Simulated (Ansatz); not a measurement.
Gas-phase electronic energies from Ansatz, PBE0-D4/def2-TZVP geometries. CCSD(T)/CBS is the MP2 limit (def2-TZVPP, def2-QZVPP) plus CCSD(T) − MP2 in def2-TZVPP, frozen cores. DFT in def2-TZVPP. B3LYP here is the variant with VWN-RPA as its local correlation; programs differ in this. For Ge, Se outer-core shells are correlated without core-valence functions, which leaves a few kJ/mol of doubt a bond. Scalar relativity is left out up to krypton. Each species was taken in one conformer, which may not be the lowest.

Reaction (substitution at a C–Se bond): `C[Se]B(Cl)Cl` + `C[NH][GeH]([OH])[Cl]` → `C[NH][GeH]([Cl])[O]C` + `ClB(Cl)[SeH]`

```json
{"level": "r2SCAN-D4", "ΔE (eV)": "0.61"}
{"level": "B3LYP-D4", "ΔE (eV)": "0.56"}
```

Q: What does CCSD(T)/CBS give? (Best estimate.)

A: Computed: +0.64 eV. The listed levels differ from it by -0.03, -0.08 eV.

Largest T1 diagnostic among the species: 0.011.

In def2-TZVPP, CCSD(T) changes the Hartree–Fock value by +0.13 eV (the triples alone add +0.02 eV) and MP2 by +0.21 eV.
